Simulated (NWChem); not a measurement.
C5H2F2; SMILES C#CC(F)(F)C#C

Program: NWChem. Pople sets run with spherical d functions. Coordinates come from a PBE0/def2-SVP optimisation. Level: M06-2X/6-31G* with SMD (1 M gas to 1 M solution), gas-phase geometry.

Task: What does the run give for solvent n-hexane? Quantities: solvation free energy (kcal/mol); cavity-dispersion-structure term (kcal/mol); dipole in solution (D).

Result: solvation free energy (kcal/mol): -2.4
cavity-dispersion-structure term (kcal/mol): 0.4
dipole in solution (D): 2.69
